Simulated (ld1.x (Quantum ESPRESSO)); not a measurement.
**What one change does to a pseudopotential (antimony, TM)**

```json
{
 "Element": "Sb (Z = 51)",
 "Generator": "ld1.x (Quantum ESPRESSO) 7.5",
 "Type": "norm-conserving Troullier–Martins (Kleinman–Bylander form)",
 "Functional": "LDA (PZ)",
 "Relativity": "scalar-relativistic",
 "Frozen core": "[Kr]",
 "Valence charge": "15",
 "Reference configuration": "4d10 5s2 5p3",
 "Partial waves": "5s (bound): rc 1.85 bohr; 5p (bound): rc 1.85 bohr; 4d (bound): rc 0.95 bohr",
 "Local potential": "all-electron potential smoothed inside 1.20 bohr (lloc = -1)",
 "Core correction": "Bessel-smoothed model core, default radius (core density twice the valence density)"
}
```

All-electron outer shells of the reference configuration (LDA (PZ), scalar-relativistic, ld1.x):

| shell | level (eV) | outermost node (bohr) | outermost maximum (bohr) |
| --- | --- | --- | --- |
| 4s | -148.49 | 0.39 | 0.73 |
| 4p | -101.60 | 0.39 | 0.76 |
| 4d | -33.55 | 0.38 | 0.84 |
| 5s | -13.09 | 0.95 | 1.88 |
| 5p | -5.00 | 1.04 | 2.32 |

Change: local potential all-electron potential smoothed inside 0.82 bohr (lloc = -1).

Cutoffs: the cutoffs (Ry, on a coarse ladder) from which the occupation-weighted sum of valence levels, in a spherical-Bessel basis at the reference potential, stays within 10 and 1 mRy of its value at 400 Ry; they do not see the model core or the augmentation charge, which bear on the density cutoff. Errors are all-electron minus pseudo energies relative to the spin-unpolarised reference configuration.

Question: Predict the effect on cutoff, ghosts and configuration errors.

Answer: The potential gets neither clearly harder nor softer (120 Ry and 160 Ry → 120 Ry and 160 Ry); both files keep a bound ghost (p, s); the number of tests that count goes from 9 to 8; of the 8 tests that both files solve, the error grows in 2 and shrinks in 5 by more than 15 % and 0.3 meV (median size 4.3 → 3.3 meV); the range in which the s phases agree widens (upper end 2.9 → at the end of the scan); the range in which the p phases agree narrows (upper end at the end of the scan → 0.6).

```tsv
quantity	base	changed
cutoff, loose	120 Ry	120 Ry
cutoff, tight	160 Ry	160 Ry
loose cutoff by channel (10 mRy a level)	s 18 Ry, p 8 Ry, d 90 Ry	s 12 Ry, p 25 Ry, d 90 Ry
bound ghosts	s, p	s, p
tests counted (converged, no solver errors)	9 of 9	8 of 9
error for 4d10 5s2 5p2, meV [ΔE 8.52 eV]	-2.1	-1.1
error for 4d10 5s2 5p1, meV [ΔE 24.77 eV]	-4.7	-7.3
error for 4d10 5s2 5p0, meV [ΔE 49.56 eV]	-4.1	-42
error for 4d10 5s1 5p4, meV [ΔE 8.21 eV]	-2.1	-0.7
error for 4d9 5s2 5p4, meV [ΔE 31.00 eV]	-314	-287
error for 4d10 5s1 5p3, meV [ΔE 17.34 eV]	-4.7	+2.9
error for 4d10 5s2 5p3 (spin-polarised), meV [ΔE -1.09 eV]	+4.4	+3.6
error for 4d10 5s2 5p2 (spin-polarised), meV [ΔE 7.93 eV]	+1.1	-0.8
s: phases at 1.99 bohr within 0.05 rad from the reference energy up to (Ry; the scan ends near 5)	2.9	to the end of the scan
p: phases at 1.99 bohr within 0.05 rad from the reference energy up to (Ry; the scan ends near 5)	to the end of the scan	0.6
d: phases at 1.99 bohr within 0.05 rad from the reference energy up to (Ry; the scan ends near 5)	to the end of the scan	to the end of the scan
```

Changed file: Tests not counted: 4d9 5s2 5p3 (solver errors, printed error -2125 eV). A true bound ghost makes a file unfit for plane-wave use even where its test errors are small: the radial tests pick states by their node count and pass the ghost by. Where a test does run into it, the solver fails or the error is huge.
